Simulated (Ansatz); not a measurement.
Input for Ansatz (an electronic-structure program): U-CCSD(T)/def2-SVP on BrFHIn (SMILES [F][InH][Br]), a point of a bond scan (R = 4.498 Å). Elements past Kr take the def2 small-core potentials; no spin–orbit coupling. The run froze 24 orbitals, filled d shells among them.

Ansatz 0.2 input:
```yaml
crystal:
  periodic: [false, false, false]
  atoms:
    - {symbol: In, position_ang: [-0.57248562, 0.30095081, -0.56327296]}
    - {symbol: H, position_ang: [-1.87410848, -0.22606744, -1.51617296]}
    - {symbol: F, position_ang: [0.70735902, 4.61208829, -0.65270692]}
    - {symbol: Br, position_ang: [0.85914820, -0.97424994, 0.98674182]}
basis:
  gaussian:
    orbitals: def2-SVP
correlation: {method: ccsd_t, electrons: outside_noble_gas}
scf: {omitted_lower_state_checks: [cluster_reference]}
magnetization: {spin_polarized: true, initial_magnetization: 0}
```

The log:

```
WARN ansatz: RAYON_NUM_THREADS=1 ignored (pool sized by the plan → 1); use --threads N
Functional definition: HF
these checks for a lower state are left out or cut short: cluster_reference
integrals: 0.10 GiB planned
820 factors; integrals over basis functions are off by at most 4.0e-4 eV
mean field: 0.35 GiB planned
mean field evaluation 1: about -77849.8912 eV, gradient 3.0e1 eV
mean field evaluation 2: about -77849.8961 eV, gradient 3.0e1 eV
mean field evaluation 4: about -77852.2740 eV, gradient 1.9e1 eV
mean field evaluation 8: about -77853.7160 eV, gradient 1.1e0 eV
mean field evaluation 16: about -77853.7681 eV, gradient 3.3e-2 eV
mean field evaluation 32: about -77857.3212 eV, gradient 2.4e-2 eV
mean field evaluation 64: about -77853.7681 eV, gradient 1.3e-2 eV
mean field evaluation 96: about -77857.3126 eV, gradient 2.2e-2 eV
mean field evaluation 128: about -77857.3109 eV, gradient 9.3e-1 eV
mean field evaluation 160: about -77857.3173 eV, gradient 1.9e-3 eV
mean field evaluation 192: about -77857.3173 eV, gradient 5.8e-3 eV
mean field evaluation 224: about -77857.3143 eV, gradient 1.2e-1 eV
mean field evaluation 256: about -77851.9073 eV, gradient 1.7e0 eV
mean field evaluation 288: about -77853.6102 eV, gradient 1.3e0 eV
mean field evaluation 320: about -77857.3173 eV, gradient 1.4e-9 eV
mean field -77857.31731006 eV, -2861.2036375596 hartree, gradient 1.4e-9 eV, S^2 1.012335; 16 other end points of the search recorded, 0 dependent functions left out
24 core orbitals not correlated, not the lowest: weight in the atoms' cores, before any rotation towards them, 0.914 or more for the frozen orbitals, at most 0.099 for the correlated occupied ones
reference -77857.31731006 eV, -2861.2036375596 hartree; 9, 9 occupied and 44, 44 virtual orbitals, 820 factors
second order -8.12710163 eV of doubles, -0.00000000 eV of singles
coupled cluster: 0.20 GiB planned
cycle   1  -8.77833378 eV  change   -6.5e-1 eV  update   6.1e-2
cycle   2  -8.98506906 eV  change   -2.1e-1 eV  update   2.3e-2
cycle   3  -9.01838215 eV  change   -3.3e-2 eV  update   1.1e-2
cycle   4  -9.01454634 eV  change    3.8e-3 eV  update   4.8e-3
cycle   5  -9.01405474 eV  change    4.9e-4 eV  update   2.8e-3
cycle   6  -9.01504732 eV  change   -9.9e-4 eV  update   1.6e-3
cycle   7  -9.01544778 eV  change   -4.0e-4 eV  update   1.1e-3
cycle   8  -9.01549944 eV  change   -5.2e-5 eV  update   5.9e-4
cycle   9  -9.01550158 eV  change   -2.1e-6 eV  update   3.5e-4
cycle  10  -9.01553751 eV  change   -3.6e-5 eV  update   2.3e-4
cycle  11  -9.01556286 eV  change   -2.5e-5 eV  update   1.7e-4
cycle  12  -9.01560411 eV  change   -4.1e-5 eV  update   1.5e-4
cycle  13  -9.01561315 eV  change   -9.0e-6 eV  update   1.3e-4
cycle  14  -9.01560072 eV  change    1.2e-5 eV  update   1.1e-4
cycle  15  -9.01557800 eV  change    2.3e-5 eV  update   9.8e-5
cycle  16  -9.01557896 eV  change   -9.6e-7 eV  update   9.4e-5
cycle  17  -9.01558060 eV  change   -1.6e-6 eV  update   9.4e-5
cycle  18  -9.01558510 eV  change   -4.5e-6 eV  update   9.3e-5
cycle  19  -9.01558646 eV  change   -1.4e-6 eV  update   9.3e-5
cycle  20  -9.01558512 eV  change    1.3e-6 eV  update   9.3e-5
cycle  21  -9.01558719 eV  change   -2.1e-6 eV  update   9.2e-5
cycle  22  -9.01559468 eV  change   -7.5e-6 eV  update   9.1e-5
cycle  23  -9.01561177 eV  change   -1.7e-5 eV  update   9.0e-5
cycle  24  -9.01563919 eV  change   -2.7e-5 eV  update   8.8e-5
cycle  25  -9.01565987 eV  change   -2.1e-5 eV  update   8.4e-5
cycle  26  -9.01568872 eV  change   -2.9e-5 eV  update   8.0e-5
cycle  27  -9.01577466 eV  change   -8.6e-5 eV  update   7.1e-5
cycle  28  -9.01588839 eV  change   -1.1e-4 eV  update   5.9e-5
cycle  29  -9.01586725 eV  change    2.1e-5 eV  update   4.8e-5
cycle  30  -9.01597422 eV  change   -1.1e-4 eV  update   3.7e-5
cycle  31  -9.01588823 eV  change    8.6e-5 eV  update   3.1e-5
cycle  32  -9.01588437 eV  change    3.9e-6 eV  update   1.5e-5
cycle  33  -9.01587470 eV  change    9.7e-6 eV  update   1.3e-5
cycle  34  -9.01590330 eV  change   -2.9e-5 eV  update   1.3e-5
cycle  35  -9.01591232 eV  change   -9.0e-6 eV  update   7.1e-6
coupled cluster: 0.20 GiB planned
perturbative correction -0.13767970 eV, -0.0050596356 hartree
Total energy: -77866.47090208 eV, -2861.5400258619 hartree
Checks for a lower state left out: cluster_reference
```

The calculation finished and met its thresholds. Its determinant has ⟨S²⟩ = 1.01, a mixture of spin states.

Cost: around 30 core-seconds (rough).
